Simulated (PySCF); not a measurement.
PySCF input for HO2Si, SMILES [Si](=O)=[OH+], charge +1, B3LYP/pcSseg-2. The structure is a stationary point at PBE0-D3(BJ)/def2-TZVP. The isomer is the one that the SMILES or the coordinates give; other isomers of the formula were not compared.

```python
import numpy as np
from pyscf import gto, scf, dft
from pyscf.prop.nmr import rks as nmr

mol = gto.M(
    atom='''
    O    -0.00116158    1.57445820    0.00000000
    Si    0.01871791    0.08517427    0.00000000
    O    -0.09064011   -1.44433065    0.00000000
    H     0.47236280   -2.23346008    0.00000000
    ''',
    basis='pcSseg-2',
    charge=1,
    spin=0,
    max_memory=1600,
    verbose=3,
)
mf = dft.RKS(mol, xc='b3lyp')
mf.grids.level = 3
mf.conv_tol = 1e-10
mf.max_cycle = 100
mf.kernel()
n = nmr.NMR(mf)
n.verbose = 2
n.max_cycle_cphf = 60
sigma = n.kernel()
print('atom   isotropic/ppm   span/ppm')
for i, s in enumerate(sigma):
    w = np.linalg.eigvalsh((s + s.T) / 2)
    print(f'{mol.atom_symbol(i):2s}{i + 1:3d} {w.mean():14.3f} {w[2] - w[0]:11.3f}')
```

It prints:

```
converged SCF energy = -440.320946669685
atom   isotropic/ppm   span/ppm
O   1        183.810     355.615
Si  2        390.936     730.109
O   3        284.898     183.098
H   4         24.440      24.412
```

Self-consistency was reached.

Cost: very roughly 23 core-seconds.
